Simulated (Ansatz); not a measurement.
A structure relaxed at PBE-D4/def2-SVP in Ansatz, charge 0, singlet:

```xyz
36

Si   -2.346   -0.909   -3.502
Si   -1.471    1.737    3.756
Si   -1.905    0.502    0.185
Si    0.556    3.529    0.823
Si    1.978   -0.052   -0.052
Si    1.565   -1.466   -3.741
Si    2.332    1.193    3.525
Si   -2.449   -1.333   -1.188
Si   -0.286   -0.143   -4.349
Si   -2.067   -0.118    2.445
Si    0.571    2.698    3.052
Si    1.822   -1.941   -1.449
Si    2.228   -0.731    2.182
Si    0.191    1.470   -0.311
H    -2.694   -2.190   -4.221
H    -3.410    0.107   -3.838
H    -1.382    1.397    5.224
H    -2.557    2.771    3.588
H    -2.943    1.576   -0.052
H     3.238    0.695   -0.429
H     1.453   -2.782   -4.474
H     2.822   -0.782   -4.220
H     2.326    0.866    4.999
H     3.636    1.886    3.212
H    -3.865   -1.741   -0.856
H    -1.549   -2.486   -0.832
H    -0.384   -0.182   -5.856
H    -0.057    1.287   -3.942
H    -3.491   -0.518    2.742
H    -1.177   -1.298    2.725
H     0.795    3.863    3.993
H     0.686   -2.804   -0.968
H     3.098   -2.733   -1.282
H     1.083   -1.621    2.586
H     3.509   -1.517    2.315
H     0.144    1.771   -1.792
```

(1) Give its formula and point group.

(2) Summarise the bond lengths by kind (pairs closer than 1.2 times the sum of covalent radii, bridged metal pairs left out).

Results:

(1) Si14H22, a nanocrystal with a defect cut from the lattice of silicon (two caps of one atom removed). Point group Cs (tolerance 0.1 Å).

(2) 16 × Si–Si 2.35 to 2.38 Å; 22 × H–Si 1.50 to 1.51 Å.

The restricted singlet is unstable towards broken spin symmetry in Hartree–Fock (as tested in another run); at PBE-D4/def2-SVP this wasn't settled.
